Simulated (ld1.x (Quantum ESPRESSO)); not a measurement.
tellurium: one change to a PAW potential, before and after

tellurium, PAW, made with ld1.x (Quantum ESPRESSO) 7.5 (LDA (PZ), scalar-relativistic). Core [Kr] 4d10, reference 5s2 5p3.5 (charge +0.5). Waves: 5s (bound): rcut 1.85, rcutus 2.00 bohr; 5s channel at -0.2 Ry: rcut 1.85, rcutus 2.00 bohr; 5p (bound): rcut 1.80, rcutus 2.10 bohr; 5p channel at 1.7 Ry: rcut 1.80, rcutus 2.10 bohr; 5d channel at 0.15 Ry: rcut 1.40, rcutus 1.55 bohr; 5d channel at 1.55 Ry: rcut 1.40, rcutus 1.55 bohr. Local part: all-electron potential smoothed inside 1.75 bohr (lloc = -2). Core correction: a·sin(br)/r model core, default radius (ld1.x builds one for every PAW set, though the input has nlcc=.false.). Augmentation charge: PSQ, inside the norm-conserving radii.

Change: core correction a·sin(br)/r model core inside 1.70 bohr.

Cutoffs: the cutoffs (Ry, on a coarse ladder) from which the occupation-weighted sum of valence levels, in a spherical-Bessel basis at the reference potential, stays within 10 and 1 mRy of its value at 400 Ry; they do not see the model core or the augmentation charge, which bear on the density cutoff. Errors are all-electron minus pseudo energies relative to the spin-unpolarised reference configuration.

Q: Predict the effect on cutoff, ghosts and configuration errors.

A: The potential gets neither clearly harder nor softer (8 Ry and 18 Ry → 8 Ry and 18 Ry); both files keep a bound ghost (d); of the 9 tests that both files solve, the error grows in 7 and shrinks in 1 by more than 15 % and 0.3 meV (median size 2.7 → 5.9 meV). The default core radius of the base comes out at 1.51 bohr. A wider model core is smoother and lowers the density cutoff, which this test does not measure.

```tsv
quantity	base	changed
cutoff, loose	8 Ry	8 Ry
cutoff, tight	18 Ry	18 Ry
bound ghosts	d	d
error for 5s2 5p4, meV [ΔE -3.98 eV]	+0.7	+0.3
error for 5s2 5p3, meV [ΔE 5.93 eV]	-2.7	-3.2
error for 5s2 5p2, meV [ΔE 24.10 eV]	-26	-31
error for 5s1 5p4, meV [ΔE 15.86 eV]	-17	-17
error for 5s2 5p0, meV [ΔE 88.24 eV]	-292	-338
error for 5s0 5p6, meV [ΔE 14.93 eV]	-17	-20
error for 5s1 5p5, meV [ΔE 5.37 eV]	-1.2	-3.0
error for 5s2 5p3.5 (spin-polarised), meV [ΔE -0.82 eV]	-0.1	-5.9
error for 5s2 5p4 (spin-polarised), meV [ΔE -4.46 eV]	+0.3	-2.8
s: phases at 2.29 bohr within 0.05 rad from the reference energy up to (Ry; the scan ends near 5)	4.1	4.1
p: phases at 2.29 bohr within 0.05 rad from the reference energy up to (Ry; the scan ends near 5)	to the end of the scan	to the end of the scan
d: phases at 2.29 bohr within 0.05 rad from the reference energy up to (Ry; the scan ends near 5)	to the end of the scan	to the end of the scan
lowest overlap eigenvalue by channel	s 0.38, p 0.53, d 0.12	s 0.38, p 0.53, d 0.12
```

 A true bound ghost makes a file unfit for plane-wave use even where its test errors are small: the radial tests pick states by their node count and pass the ghost by.
